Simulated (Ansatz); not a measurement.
**Which method gave which barrier?**

Saddle point of Si2H6Cl2, closed shell (Si₂H₄Cl₂ ([SiH3][SiH]([Cl])[Cl]) + H₂ → SiH₂Cl₂ ([Cl][SiH2][Cl]) + SiH₄; bonds formed: Si1–H7, Si2–H6; bonds broken: Si1–Si2, H6–H7), PBE0-D4/def2-TZVP structure:

Si1  (-0.567, 0.887, -0.678)
Si2  (0.749, -0.983, 0.473)
Cl3  (-0.160, 0.257, -2.604)
Cl4  (-2.608, 0.885, -0.460)
H5  (-0.082, 2.286, -0.613)
H6  (0.174, -0.131, 1.804)
H7  (-0.233, 0.416, 1.058)
H8  (1.754, 0.119, 0.456)
H9  (-0.617, -1.573, 0.508)
H10  (1.591, -2.162, 0.056)
(Å)

Ansatz 0.2.0; basis: def2-TZVPP, with def2-QZVPP for the basis limit; cores frozen in the correlated methods. Extrapolation: Hartree–Fock as exp(−7.88 √X), correlation as X^−2.97. Four methods, as single points on the PBE0-D4 structures, gave these electronic barriers from the start structure: 2.666, 2.787, 3.009, 3.937 eV.

Task: The methods were, in alphabetical order, BLYP-D4, HF, MP2, r2SCAN-D4. Which gave which? (Judge from chemistry; the calculation decides.)

Result: Computed: r2SCAN-D4 2.666; BLYP-D4 2.787; MP2 3.009; HF 3.937 eV. For comparison, CCSD(T) at an estimated basis limit (MP2 extrapolated from triple and quadruple zeta, plus CCSD(T) − MP2 in triple zeta) gives 3.005 eV.

The T1 diagnostic stays at or below 0.012.

Labels in which every atom is bracketed show which atoms are joined, not bond orders.

For scale, one of the runs: CCSD(T)/def2-TZVPP, 252 basis functions, launched by `ansatz run in.yaml --threads 4 --pin off --events-out ev --progress --plain --max-ram 9574MiB`. Hardware: 4 CPU threads of an Arm Neoverse N1, shared host. Wall time 2.8 min; peak host memory 4.7 GiB.
